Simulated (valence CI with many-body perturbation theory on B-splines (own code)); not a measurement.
A CI+MBPT run for Pm XIII

Calculated by valence CI with perturbative core correlation (CI+MBPT): three valence electrons over a frozen Dirac-Fock core [Kr] 4d10, a basis of 7 s, 7 p, 7 d, 7 f, 4 g, 2 h functions for each j, with the one-electron correlation potential Σ1 (screened to all orders), the two-electron term Σ2, the three-electron term Σ3, Breit, model QED; selected single and double excitations, second order for the rest, scaled by the run's own slope (own B-spline code, finite nucleus).

Command, and the settings that its task file holds:

```sh
python run_cv.py task.json out
```

```
atom Pm  Z=61  mass_number=145  rms_radius_fm=4.9620
core [Kr] 4d10
valence 4f1 5s2
avg = 1
basis = M
beyond = 1
breit = 1
cap = 32000
capref = 2200
cscale = 1
de = 0.0
dress = 0
eps = 2e-08
extrap = 1
h = 0.27
hh = 1
l2 = 3
lcore = 6
maxit = 60
n2 = 5
natural = 1
nlev = 190
nno = [4, 4, 4, 5, 3, 2]
nroot = 40
nsp = [3, 3, 3, 2, 1, 0]
pt2 = 1
qed = 1
rpa = 1
s1 = 1
s2 = 1
s3 = 1
screen = 1
tol = 2e-05
whole = 1
```

It took 78 s on 1 thread of Intel(R) Xeon(R) Processor @ 2.30GHz, with other jobs on the host.

Log. The first blocks belong to the next ion, which gives the ionisation energy. Fields: 2J, parity (1 odd), roots, reference size, generating configurations, candidates as configurations/state functions, variational space P, stored matrix elements, Davidson steps; e2 is the range of second-order energies in hartree. The first line gives the box (bohr), its intervals, the orbitals and the steps of their self-consistent field. Window is the range of levels sought, series limit the energy at which the first omitted orbital would enter, core excitation an estimate of the first excitation out of the core, left out the lowest levels not solved, and shifts from estimates the range by which levels moved from their first estimate, all in cm⁻¹.

```
rmax 11.5 intervals 62 orbitals 61 references ['4f 5s2', '4f2 5s', '5s2 5p', '4f 5s 5p', '4f3'] scf 5 t 1.2
2J=0 par=0 roots 2 ref 17 generators 7 cand 205/205 P 212/212 nnz 0 it 0
2J=0 par=0 roots 2 ref 17 generators 11 cand 10/10 P 221/221 nnz 0 it 0
   second order: generators 19 cand 1/1 e2 -0.00000 -0.00000
2J=4 par=1 roots 2 ref 46 generators 5 cand 630/630 P 499/499 nnz 0 it 0
2J=4 par=1 roots 2 ref 46 generators 14 cand 177/177 P 609/609 nnz 0 it 0
   second order: generators 23 cand 67/67 e2 -0.00000 -0.00000
2J=6 par=1 roots 2 ref 43 generators 4 cand 668/668 P 614/614 nnz 0 it 0
2J=6 par=1 roots 2 ref 43 generators 12 cand 97/97 P 684/684 nnz 0 it 0
   second order: generators 23 cand 27/27 e2 -0.00000 -0.00000
reference levels 1584, estimated 357, window 464922 1/cm; series limit 1175019, core excitation 1023837
2J=5 par=1 roots 28 ref 157 generators 33 cand 6142/17410 P 2252/6399 nnz 6.7e+06 it 8
2J=5 par=1 roots 28 ref 157 generators 64 cand 8606/24524 P 4511/12365 nnz 1.8e+07 it 8
   second order: generators 151 cand 11043/31696 e2 -0.00004 -0.00001
2J=7 par=1 roots 28 ref 154 generators 31 cand 6122/18352 P 2104/6399 nnz 6.9e+06 it 9
2J=7 par=1 roots 28 ref 154 generators 65 cand 9085/27665 P 4393/12794 nnz 2e+07 it 9
   second order: generators 142 cand 10964/33838 e2 -0.00003 -0.00001
2J=7 par=0 roots 12 ref 139 generators 24 cand 6140/18429 P 2323/6400 nnz 5.9e+06 it 7
2J=7 par=0 roots 12 ref 139 generators 46 cand 9380/30740 P 4071/11796 nnz 1.8e+07 it 7
   second order: generators 94 cand 10784/34079 e2 -0.00003 -0.00000
2J=9 par=0 roots 9 ref 114 generators 18 cand 5603/16426 P 2320/6396 nnz 6.1e+06 it 7
2J=9 par=0 roots 9 ref 114 generators 37 cand 8196/26381 P 3589/10252 nnz 1.4e+07 it 7
   second order: generators 81 cand 10177/31496 e2 -0.00003 -0.00000
2J=11 par=0 roots 5 ref 76 generators 12 cand 4302/12058 P 2053/5593 nnz 5.2e+06 it 5
2J=11 par=0 roots 5 ref 76 generators 23 cand 6211/18332 P 2747/7516 nnz 8.8e+06 it 6
   second order: generators 59 cand 9297/27359 e2 -0.00002 -0.00001
2J=13 par=0 roots 3 ref 48 generators 7 cand 2311/5937 P 1584/4031 nnz 3.1e+06 it 4
2J=13 par=0 roots 3 ref 48 generators 14 cand 3153/8239 P 2005/5084 nnz 4.6e+06 it 5
   second order: generators 37 cand 6796/18098 e2 -0.00002 -0.00001
2J=3 par=0 roots 12 ref 120 generators 24 cand 6135/14340 P 2873/6398 nnz 5.3e+06 it 6
...
2J=13 par=1 roots 9 ref 53 generators 23 cand 4724/12655 P 2494/6101 nnz 5.9e+06 it 5
   second order: generators 66 cand 7505/20271 e2 -0.00002 -0.00000
2J=15 par=1 roots 5 ref 27 generators 6 cand 903/2080 P 1216/2804 nnz 1.9e+06 it 4
2J=15 par=1 roots 5 ref 27 generators 12 cand 2448/5634 P 1434/3184 nnz 2.2e+06 it 5
   second order: generators 34 cand 5452/13190 e2 -0.00002 -0.00000
2J=17 par=1 roots 1 ref 8 generators 1 cand 356/612 P 481/1094 nnz 0 it 0
2J=17 par=1 roots 1 ref 8 generators 1 cand 258/410 P 547/1229 nnz 0 it 0
   second order: generators 5 cand 2097/4608 e2 -0.00001 -0.00001
left out: unestimated 680425, estimated 520132, shifts from estimates -36 to 63
operators 5.1
```

The Davidson iterations converged.

No measured levels were compared; by estimate terms of the open shell hold to a few per cent of their energy, and close levels can change places; configurations with another count of f electrons can be misplaced by thousands of cm⁻¹.

```
Valence energy                            : -27.42785 hartree
Ionisation energy                         : 224.94 eV (NIST: 229 ± 11 eV (theoretical))
Reference configurations for the orbitals : 4f 5s2, 4f2 5s, 5s2 5p, 4f 5s 5p, 4f3
Radial orbitals                           : 61
Box radius                                : 11.49 bohr
Largest variational space                 : 12794
Lowest levels                             : 4f 5s2 2F°_5/2 0.000, 4f 5s2 2F°_7/2 0.638, 4f2 5s 4H_7/2 9.278, 4f2 5s 4H_9/2 9.517, 4f2 5s 4H_11/2 9.858, 4f2 5s 4H_13/2 10.247, 4f2 5s 4F_3/2 10.300, 4f2 5s 4F_5/2 10.454, 4f2 5s 4F_7/2 10.659, 4f2 5s 4F_9/2 10.742, 4f2 5s 2H_9/2 10.951, 4f2 5s 2G_7/2 11.424, 4f2 5s 2H_11/2 11.562, 4f2 5s 2G_9/2 11.690 eV
```

Names give the largest LS component (configuration and term), which can be under half, so a name can repeat, a term be missing and a line seem to break the LS rules; names also repeat where a configuration has a term twice.
